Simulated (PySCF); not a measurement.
Spectrum to structure. Method used: TDDFT CAM-B3LYP/def2-SVPD, vertical, gas phase, core orbitals frozen in the response in PySCF. Geometries: PBE0-D3(BJ)/def2-SVP, one conformer each. Relativistic effects are left out although some hold elements past zinc.

```csv
state,E (eV),λ (nm),f
S1,4.87,254.8,0.0038
S2,6.31,196.6,0.286
S3,6.66,186.1,0.0025
S4,6.84,181.4,0.011
S5,6.89,180.0,0.0082
S6,7.01,176.8,0.0080
S7,7.23,171.4,0.101
S8,7.40,167.4,0.013
S9,7.44,166.7,0.042
S10,7.50,165.4,0.0096
```

Triplets computed (Tamm–Dancoff): 4.05, 4.30, 4.50, 6.63 eV.

Orbital energies (eV): HOMO-3 -10.05, HOMO-2 -8.99, HOMO-1 -8.92, HOMO -8.40, LUMO 0.56, LUMO+1 1.21, LUMO+2 1.42.

**Question.** Which candidate is it? All have the formula C5H9GeN.
A. `C=N[C@@H]1C=C[CH2][GeH2]1`
B. `[H]/N=C\[C@@H]1C=C[CH2][GeH2]1`
C. `N#C[C@@H]1CC[CH2][GeH2]1`

**Answer.** A. Its S1, at 4.87 eV, is the lowest among the candidates; the nearest of the others has S1 at 5.42 eV. S1 is HOMO-1→LUMO (54%), HOMO→LUMO (35%). Löwdin shares by element: HOMO carbon 48% or more, nitrogen 19% (atoms not listed hold the other 33%); LUMO carbon 29% or more, nitrogen 28%, hydrogen 8% or more, germanium 7% (atoms not listed hold the other 28%). At the same level the other candidates give, for their lowest levels:
- `[H]/N=C\[C@@H]1C=C[CH2][GeH2]1`: 5.42 eV (f 0.003); 6.68 eV (f 0.033); 6.79 eV (f 0.042); 6.94 eV (f 0.008); 7.00 eV (f 0.000); T1 4.30 eV; HOMO -8.76, LUMO 0.81 eV
- `N#C[C@@H]1CC[CH2][GeH2]1`: 6.99 eV (f 0.003); 7.41 eV (f 0.086); 7.62 eV (f 0.009); 7.77 eV (f 0.028); 7.84 eV (f 0.001); HOMO -9.45, LUMO 0.79 eV
